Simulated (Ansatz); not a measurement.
`F[SiH](F)[SiH3]` + HBr → `F[SiH](F)Br` + SiH₄ at 298.15 K and 1 bar (cleavage of the Si–Si bond).

Isolated molecules relaxed with PBE0-D4/def2-TZVP in Ansatz; ΔE leaves out vibrations. CBS: MP2 limit from def2 TZ/QZ plus the TZ coupled-cluster correction, frozen cores. This one scheme is used for every species. For Br outer-core shells are correlated without core-valence functions, which leaves a few kJ/mol of doubt a bond. Scalar relativity is left out up to krypton.

| species | CCSD(T)/CBS energy (Eh) | H − E (kJ/mol) | S (J/(mol·K)) |
| --- | --- | --- | --- |
| `F[SiH](F)[SiH3]` | -780.26920 | 122.8 | 332.3 |
| HBr | -2573.91920 | 24.6 | 198.6 |
| `F[SiH](F)Br` | -3062.76774 | 57.4 | 311.3 |
| SiH₄ | -291.46306 | 92.1 | 204.8 |

H − E and S are ideal-gas, rigid-rotor, harmonic terms from PBE0-D4/def2-TZVP. 1 Eh = 2625.50 kJ/mol, R = 8.31446 J/(mol·K).

**Question.** By hand: ΔE, ΔH, ΔS and ΔG.

**Answer.** ΔE = (-3062.76774) + (-291.46306) − (-780.26920) − (-2573.91920) = -0.04240 Eh = -111.3 kJ/mol. Δ(H − E) = 57.4 + 92.1 − 122.8 − 24.6 = 2.1, so ΔH = -109.2 kJ/mol. ΔS = 311.3 + 204.8 − 332.3 − 198.6 = -14.8 J/(mol·K). ΔG = -109.2 − 298.15 × (-14.8)/1000 = -104.8 kJ/mol.

**Question.** By hand: the equilibrium constant, and the temperature at which ΔG would vanish if ΔH and ΔS stayed fixed.

**Answer.** log₁₀ K = −ΔG/(RT ln 10) = 18.4. ΔG = 0 at ΔH/ΔS = 7378 K, far beyond where these terms or the molecules hold.

The number of gas molecules stays the same, so ΔS is small and ΔH decides. A doubt of 5 kJ/mol in ΔE shifts log₁₀ K by 0.9 here. These are equilibria of isolated gas molecules and say nothing of rates. Largest T1 diagnostic: 0.013 (customary marks: 0.02 for closed shells, 0.045 for open ones).
